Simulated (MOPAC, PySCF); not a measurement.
A family of related molecules: H2E=E'H2. Isolated molecules, 0 K electronic values unless said otherwise. One relaxed conformer stands for each flexible species; it need not be the lowest. Strings in code marks are SMILES.

Quantity: vertical ionisation energy (energy after one electron is removed minus that of the parent at the parent's geometry), in eV.

Level 1: CAM-B3LYP-D3(BJ)/def2-TZVP (PySCF)
Level 2: minus the HOMO energy of CAM-B3LYP-D3(BJ)/def2-TZVP (PySCF)
Level 3: minus the HOMO energy of PM6 // CAM-B3LYP-D3(BJ)/def2-TZVP (MOPAC)
Level 4: HF/6-31G* // CAM-B3LYP-D3(BJ)/def2-TZVP (PySCF)

```csv
species,level 1,level 2,level 3,level 4
`C=[SiH2]`,8.79,7.85,8.24,7.25
`[NH2][AlH2]`,10.16,9.02,9.62,8.44
`[CH2]=[GeH2]`,8.61,7.71,8.90,7.01
`[NH2][GaH2]`,9.85,8.84,10.10,8.12
`BN`,11.42,10.15,10.90,9.58
```
